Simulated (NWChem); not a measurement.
System: C₂H₄BNO; SMILES C#CB(N)O

Here is an NWChem input.

```
start job
memory heap 200 mb stack 900 mb global 1100 mb
geometry units angstroms noautosym nocenter noautoz
  C      0.012845    -2.285555     0.000000
  C     -0.001262    -1.068712     0.000000
  B      0.016151     0.483099     0.000000
  N     -1.187690     1.200373     0.000000
  O      1.200222     1.171481     0.000000
  H      0.020895    -3.360897     0.000000
  H     -2.092470     0.754539     0.000000
  H     -1.207430     2.211240     0.000000
  H      1.959131     0.582814     0.000000
end
basis spherical
  * library pcsseg-1
end
dft
  xc slater vwn_5
  iterations 150
end
property
  shielding
  efieldgrad
end
task dft property
```

Geometry: optimised at PBE0/def2-SVP.

GIAO values for the isolated, static molecule; σ is the absolute isotropic shielding, δ = σ(reference) − σ with the isolated reference molecule computed at the same levels (11B: boron trifluoride, 13C: tetramethylsilane, 1H: tetramethylsilane, 15N: ammonia).

Atoms are numbered as in the input.

Problem. Give the results of this calculation. (LDA (Slater exchange, VWN5)/pcSseg-1, GIAO.) Quantities: δ C2 (ppm); δ B3 (ppm); δ N4 (ppm); δ H6 (ppm); δ H7 (ppm); δ H8 (ppm); δ H9 (ppm).

Solution. 
| Item | Value |
|---|---|
| δ C2 (ppm) | 94.8 |
| δ B3 (ppm) | 8.1 |
| δ N4 (ppm) | 93.9 |
| δ H6 (ppm) | 1.98 |
| δ H7 (ppm) | 2.86 |
| δ H8 (ppm) | 2.81 |
| δ H9 (ppm) | 3.86 |
